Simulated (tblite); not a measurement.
Start geometry of `NCc1ccc(S)cc1` from a force field or distance geometry (Å):
```
atom  x, y, z in Å
N1    -2.8119    0.6616   -0.5803
C2    -2.1964   -0.3459    0.2469
C3    -0.6800   -0.2917    0.1572
C4     0.0499    0.5391    1.0085
C5     1.4411    0.6052    0.9137
C6     2.1062   -0.1279   -0.0784
S7     3.8831   -0.0452   -0.2266
C8     1.3855   -0.9390   -0.9363
C9    -0.0070   -1.0231   -0.8298
H10   -2.5168    0.5308   -1.5375
H11   -2.4697    1.5782   -0.3069
H12   -2.5069   -0.2158    1.3001
H13   -2.5529   -1.3421   -0.0302
H14   -0.4495    1.1131    1.7829
H15    1.9895    1.2493    1.5990
H16    4.0074    1.2454    0.1218
H17    1.8854   -1.5229   -1.7045
H18   -0.5658   -1.6630   -1.5180
```

What comes out of this run: GFN2-xTB geometry optimisation, gas phase in tblite 0.8.0?

```
atom  x, y, z in Å
N1    -2.8400    0.6342   -0.5539
C2    -2.1671   -0.3616    0.2740
C3    -0.6632   -0.3007    0.1627
C4     0.0723    0.5570    0.9718
C5     1.4408    0.6803    0.8215
C6     2.0944   -0.0599   -0.1535
S7     3.8427    0.0557   -0.3980
C8     1.3719   -0.9195   -0.9717
C9     0.0053   -1.0328   -0.8124
H10   -2.5932    0.4975   -1.5292
H11   -2.5347    1.5663   -0.2915
H12   -2.4778   -0.1909    1.3084
H13   -2.5291   -1.3447   -0.0383
H14   -0.4307    1.1351    1.7344
H15    1.9976    1.3501    1.4615
H16    4.0672    0.9355    0.5763
H17    1.8867   -1.4933   -1.7272
H18   -0.5517   -1.7019   -1.4529
```

The energy falls by 2.5 kcal/mol over 66 L-BFGS steps, the largest force on an atom goes from 0.98 to 0.009 eV/Å, and the atoms move by 0.155 Å rms after alignment. Among the bonds, N1–C2 and C8–C9 change most and about equally (-0.019 to +0.018 Å). Bonds longer at the end by more than 0.005 Å: 3 of 18; shorter: 12. Among the angles that change most is H12–C2–H13, from 104.9° to 108.5°. Among the dihedrals that turn most is C5–C6–S7–H16, from -35° to 1°. Rotational constants go from 4363, 674.8, 617.6 to 4372, 681.5, 623.9 MHz. The orientation of the end geometry is arbitrary; only internal coordinates are fixed.

The run took 0.49 s of wall time on one thread, Arm Neoverse V1 (aarch64) (shared host).

Its GFN2-xTB frequencies are all real (lowest 40 cm⁻¹). One conformer, not necessarily the lowest.

The numbers are calculated, not measured.
